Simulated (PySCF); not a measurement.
Compound: C7H8ClP.
Atom-mapped SMILES: `[CH3:1][PH:2][c:3]1[cH:4][cH:5][c:6]([Cl:7])[cH:8][cH:9]1` (hydrogens: H10, H11, H12 on C1; H13 on P2; H14 on C4; H15 on C5; H16 on C8; H17 on C9)

Computed with PySCF at PBE0/pcSseg-1 and CAM-B3LYP/def2-SVPD, non-relativistic, on one gas-phase PBE0-D3(BJ)/def2-SVP geometry that isn't relaxed in the solvent. The solvent is an IEF-PCM continuum (cavity from Bondi-type radii × 1.2). Specific hydrogen bonds and non-electrostatic terms are outside this model.

Gas phase at PBE0/pcSseg-1: HOMO -6.85 eV, LUMO -0.92 eV, dipole 1.58 D.

Problem. What does the continuum do to the energy, the frontier levels and the dipole at PBE0/pcSseg-1 in chloroform?

Solution. 
```csv
solvent,ε,E(solvent) − E(gas) (kcal/mol),polarisation term (kcal/mol),distortion of the solute (kcal/mol),HOMO (eV),LUMO (eV),dipole (D)
chloroform,4.711,-3.07,-3.37,0.30,-6.82,-0.86,1.99
```

Polarisation term: ½ Σ q·V over the induced surface charges. Distortion: the rise of the solute's own energy as its density leaves the gas-phase optimum.

Problem. Which radius a makes the point-dipole formula ΔE = −[(ε − 1)/(2ε + 1)]·μ²/a³ give the value in chloroform, with the gas-phase dipole?

Solution. μ = 0.622 au and |ΔE| = 0.00489 Eh give a = 1.61 Å; the farthest nucleus lies 4.21 Å from the centroid of the nuclei, so such a sphere wouldn't even hold the nuclei. The formula assumes a rigid point dipole at the centre of a sphere.

Problem. Which Hirshfeld charges (PBE0/pcSseg-1) respond most in chloroform (means over atoms taken as equivalent)?

Solution. 
| atoms | environment | gas (e) | solvent (e) | change |
| --- | --- | --- | --- | --- |
| P2 | phosphine phosphorus | +0.114 | +0.100 | -0.014 |
| Cl7 | aryl chlorine | -0.033 | -0.044 | -0.011 |
| C6 | aromatic C–Cl carbon | +0.017 | +0.011 | -0.006 |
| H13 | P–H hydrogen | -0.016 | -0.010 | +0.006 |
| H14/H17 | aromatic hydrogen | +0.050 | +0.056 | +0.006 |
| H15/H16 | aromatic hydrogen | +0.054 | +0.059 | +0.005 |
| H10/H11/H12 | methyl hydrogen | +0.043 | +0.045 | +0.002 |
| C5/C8 | aromatic CH carbon | -0.057 | -0.059 | -0.002 |
| C1 | sp3 carbon bound to phosphorus | -0.163 | -0.162 | +0.001 |
| C3 | substituted aromatic carbon | -0.052 | -0.053 | -0.001 |
| C4/C9 | aromatic CH carbon | -0.044 | -0.045 | -0.001 |

Problem. Which Mayer bond orders change most in chloroform?

Solution. 
| bond | length (Å) | gas | solvent | change |
| --- | --- | --- | --- | --- |
| C6–Cl7 | 1.732 | 1.083 | 1.068 | -0.015 |
| C3–C4 | 1.401 | 1.400 | 1.393 | -0.007 |
| P2–C3 | 1.839 | 0.976 | 0.971 | -0.005 |
| C6–C8 | 1.394 | 1.347 | 1.342 | -0.005 |
| C1–P2 | 1.858 | 0.989 | 0.993 | +0.004 |
| C5–C6 | 1.394 | 1.351 | 1.347 | -0.004 |
| P2–H13 | 1.428 | 0.939 | 0.943 | +0.004 |
| C8–C9 | 1.392 | 1.438 | 1.441 | +0.003 |

Problem. How do the nuclear quadrupole coupling constants eQVzz/h respond in chloroform?

Solution. 
| nucleus | Q (barn) | gas (MHz) | solvent (MHz) | η gas | η solvent |
| --- | --- | --- | --- | --- | --- |
| 35Cl at Cl7 | -0.0817 | -75.07 | -73.99 | 0.09 | 0.09 |

Gas phase at CAM-B3LYP/def2-SVPD: HOMO -8.05 eV, LUMO 0.10 eV, dipole 1.58 D.

Problem. What does the continuum do to the energy, the frontier levels and the dipole at CAM-B3LYP/def2-SVPD in chloroform?

Solution. 
| solvent | ε | E(solvent) − E(gas) (kcal/mol) | polarisation term (kcal/mol) | distortion of the solute (kcal/mol) | HOMO (eV) | LUMO (eV) | dipole (D) |
| --- | --- | --- | --- | --- | --- | --- | --- |
| chloroform | 4.711 | -2.79 | -3.12 | 0.33 | -8.00 | 0.20 | 2.01 |

Problem. How does the static polarisability (CAM-B3LYP/def2-SVPD, frozen core, with the continuum's full static response) change?

Solution. 
```
    medium  isotropic (au)  principal values (au)  ⟨r²⟩ of the electrons (bohr²)
       gas           123.5     86.0, 112.1, 172.6                         2194.2
chloroform           158.2    109.9, 149.5, 215.1                         2194.4
```

The isotropic value in chloroform is 1.28 times the gas-phase one; no cavity-field correction is applied. ⟨r²⟩ is taken about the centre of nuclear charge.

Conformer computed: `[CH3:1][PH:2][c:3]1[cH:4][cH:5][c:6]([Cl:7])[cH:8][cH:9]1`: C1–P2–C3–C4 -96°.
